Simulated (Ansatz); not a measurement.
`C=CCCCCCCCCC[S][Cu]`, relaxed as a singlet with RKS PBE-D4/def2-SVP in Ansatz, starting from the GFN2-xTB geometry. Force threshold 0.03 eV/Å.

The restricted singlet is unstable towards broken spin symmetry in Hartree–Fock (as tested in another run); at PBE-D4/def2-SVP this wasn't settled.

Start:

```xyz
34

C     3.1649   -3.3987   -2.4847
C     1.9634   -3.1807   -2.9854
C     1.4711   -1.8289   -3.4082
C     1.0000   -0.9983   -2.2072
C    -0.1809   -1.6417   -1.4842
C    -0.5886   -0.8815   -0.2221
C    -1.1640    0.5037   -0.5125
C    -1.7524    1.1733    0.7288
C    -0.6952    1.5255    1.7735
C    -1.3059    2.2884    2.9441
C    -0.2977    2.6482    4.0206
S    -0.9939    3.8052    5.2596
Cu   -2.2130    4.9539    3.9067
H     3.4842   -4.3747   -2.1622
H     3.8845   -2.6037   -2.3755
H     1.2624   -3.9984   -3.0850
H     2.2766   -1.2854   -3.9064
H     0.6452   -1.9365   -4.1132
H     1.8302   -0.8881   -1.5063
H     0.7192   -0.0041   -2.5592
H    -1.0342   -1.7059   -2.1643
H     0.0960   -2.6593   -1.1995
H     0.2843   -0.7880    0.4260
H    -1.3399   -1.4673    0.3139
H    -0.3860    1.1499   -0.9228
H    -1.9508    0.4061   -1.2650
H    -2.4978    0.5120    1.1772
H    -2.2637    2.0911    0.4235
H     0.0869    2.1326    1.3109
H    -0.2289    0.6162    2.1548
H    -2.1139    1.7032    3.3880
H    -1.7586    3.2422    2.5742
H     0.0134    1.7646    4.5760
H     0.5828    3.1250    3.5860
```

| step | energy (eV) | largest force component (eV/Å) | SCF passes |
| --- | --- | --- | --- |
| 1 | -67180.4361 | 1.009 | 25 |
| 2 | -67180.6745 | 0.248 | 23 |
| 3 | -67180.7073 | 0.168 | 22 |
| 4 | -67180.7147 | 0.211 | 22 |
| 5 | -67180.7259 | 0.128 | 22 |
| 6 | -67180.7327 | 0.103 | 22 |
| 7 | -67180.7407 | 0.245 | 22 |
| 8 | -67180.7445 | 0.179 | 23 |
| 9 | -67180.7500 | 0.102 | 22 |
| 10 | -67180.7526 | 0.085 | 22 |
| 11 | -67180.7537 | 0.141 | 21 |
| 12 | -67180.7543 | 0.128 | 22 |
| 13 | -67180.7551 | 0.043 | 24 |
| 14 | -67180.7554 | 0.030 | 23 |
| 15 | -67180.7556 | 0.007 | 23 |
| 16 | -67180.7557 | 0.021 | 23 |

Force components are those of the run's own axes.

End:

Cartesian coordinates in Å:
```
C 3.365 -3.682 -3.063
C 2.091 -3.264 -2.953
C 1.603 -1.880 -3.281
C 1.079 -1.084 -2.068
C -0.172 -1.673 -1.408
C -0.679 -0.886 -0.191
C -1.209 0.518 -0.510
C -1.797 1.265 0.695
C -0.782 1.620 1.788
C -1.391 2.421 2.942
C -0.386 2.807 4.027
S -1.119 3.655 5.489
Cu -2.323 5.085 4.490
H 3.663 -4.708 -2.797
H 4.159 -3.008 -3.430
H 1.334 -3.981 -2.584
H 2.424 -1.310 -3.766
H 0.784 -1.950 -4.034
H 1.891 -1.004 -1.311
H 0.869 -0.045 -2.403
H -0.986 -1.746 -2.166
H 0.037 -2.717 -1.089
H 0.142 -0.819 0.558
H -1.490 -1.466 0.303
H -0.399 1.138 -0.956
H -1.989 0.432 -1.299
H -2.617 0.659 1.141
H -2.278 2.203 0.339
H 0.058 2.196 1.336
H -0.324 0.692 2.197
H -2.225 1.855 3.410
H -1.853 3.361 2.549
H 0.090 1.891 4.443
H 0.432 3.424 3.601
```

By distances, no bond broke or formed. The bond that changes most is S12–Cu13, from 2.15 to 2.12 Å (atoms count from 1).

The force fell under the threshold at step 15, but the optimiser went on. No frequencies were taken in this run, so the end may be a saddle point.

It took 37 s on 4 threads of AMD EPYC 9R45 on a shared host, peak host memory 0.67 GiB.
